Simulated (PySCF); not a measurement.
# Static response to an electric field

Species: C₅H₈OSi.
Geometry (GFN2-xTB, Å), atoms numbered from 1 in this order:
```xyz
15
C5H8OSi angstrom
Si    -2.1661    0.6687    0.1995
C     -0.9776   -0.8223    0.3189
C      0.4030   -0.4350   -0.0634
C      1.3515    0.2449    0.7511
C      2.4583    0.4190   -0.0169
O      2.2715   -0.0934   -1.2433
C      1.0244   -0.6065   -1.2644
H     -2.2383    1.1057   -1.1952
H     -3.4873    0.2472    0.6705
H     -1.6632    1.7572    1.0381
H     -1.3261   -1.6221   -0.3351
H     -0.9757   -1.2109    1.3381
H      1.2159    0.5491    1.7689
H      3.4073    0.8740    0.1867
H      0.6980   -1.0676   -2.1754
```

Level: CAM-B3LYP/def2-SVPD (PySCF), static field, nuclei fixed, core orbitals frozen in the response. The polarisability tensor in these axes (au):

```
x   102.78   2.72  -4.83
y     2.72  71.60   5.86
z    -4.83   5.86  81.39
```

Q: Give the principal values, the mean and the anisotropy Δα = √{½[(α1 − α2)² + (α2 − α3)² + (α1 − α3)²]}.

A: Principal values 68.26, 83.62 and 103.89 au; mean 85.26 au = 12.63 Å³ = 14.06 × 10⁻⁴⁰ C²·m²/J; Δα = 30.95 au (36 % of the mean).

Q: What is the dipole moment, and where does it point?

A: (-0.45, -0.33, 0.67) D, 0.87 D in size, pointing from the negative to the positive side. Measured along this direction, the outermost atoms are O6 at the negative end and H9 at the positive end.

Q: Find the Langevin capture rate constant for NO+ (29.998 u) meeting this molecule (112.034 u), k = 2.342 × 10⁻⁹ cm³/s × √(α in Å³ / reduced mass in u).

A: The reduced mass is 23.66 u, so k = 1.71 × 10⁻⁹ cm³/s. The formula leaves out the permanent dipole, which adds to the capture rate.

Q: What molar refraction does this α imply?

A: Lorentz–Lorenz: R = (4π/3)N_A α = 2.5225 cm³/(mol·Å³) × 12.63 Å³ = 31.9 cm³/mol, in the limit of long wavelengths.

Q: What would n − 1 = 2πNα be for an ideal gas of these molecules at 273.15 K and 1 atm, electronic part alone?

A: N = p/kT = 2.6868 × 10¹⁹ cm⁻³, so n − 1 = 2π × N × 12.63 × 10⁻²⁴ cm³ = 2133 × 10⁻⁶ at long wavelengths, for an ideal gas.

Q: Along which axes do the principal values lie, and how far do the nuclei extend along each?

A: Largest value along (0.98, 0.05, -0.20), where the nuclei span 6.88 Å; middle along (0.16, 0.46, 0.87), 4.27 Å; least along (-0.13, 0.89, -0.44), 3.34 Å. The response follows the extents in order.

Isolated species at its GFN2-xTB geometry (one conformer only).
